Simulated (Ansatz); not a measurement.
Ansatz (a program for electronic structure) input file for MoCl4H2, SMILES [Cl][MoH2]([Cl])([Cl])[Cl], multiplicity 1, PBE0/def2-SVPD. Geometry optimised at B3LYP-D3(BJ)/def2-SVP. The spin state was assumed, not searched. The structure was generated by enumeration; whether it is a known compound was not checked. The def2 effective core potentials stand for the cores of Mo; spin–orbit coupling is left out.

Ansatz 0.2 input:
```yaml
crystal:
  periodic: [false, false, false]
  atoms:
    - {symbol: Mo, position_ang: [-0.00000000, -0.00000000, -0.08848675]}
    - {symbol: Cl, position_ang: [0.00000000, 2.23882800, -0.48230437]}
    - {symbol: Cl, position_ang: [2.18735758, -0.00000001, 0.68111061]}
    - {symbol: Cl, position_ang: [-2.18735758, 0.00000000, 0.68111061]}
    - {symbol: Cl, position_ang: [-0.00000001, -2.23882799, -0.48230437]}
    - {symbol: H, position_ang: [0.80388109, 0.00000000, -1.52148433]}
    - {symbol: H, position_ang: [-0.80388108, -0.00000000, -1.52148433]}
basis:
  gaussian:
    orbitals: def2-SVPD
hamiltonian:
  xc: {name: PBE0}
```

Output:

```
Functional definition: PBE0
integrals: 0.14 GiB planned
1614 factors; their error is unknown
mean field: 1.09 GiB planned
mean field evaluation 1: about -51947.6398 eV, gradient 2.9e1 eV
mean field evaluation 2: about -51924.5118 eV, gradient 1.1e2 eV
mean field evaluation 4: about -51949.6338 eV, gradient 4.0e0 eV
mean field evaluation 8: about -51949.6706 eV, gradient 3.7e-2 eV
mean field evaluation 16: about -51950.0144 eV, gradient 7.5e-5 eV
mean field -51950.01438807 eV, -1909.1278157771 hartree, gradient 7.5e-5 eV, S^2 0.000000; 0 other end points of the search recorded, 0 dependent functions left out
reference -51950.01443113 eV, -1909.1278173597 hartree; 42, 42 occupied and 116, 116 virtual orbitals, 1614 factors
Total energy: -51950.01443113 eV, -1909.1278173597 hartree
```

The run converged.
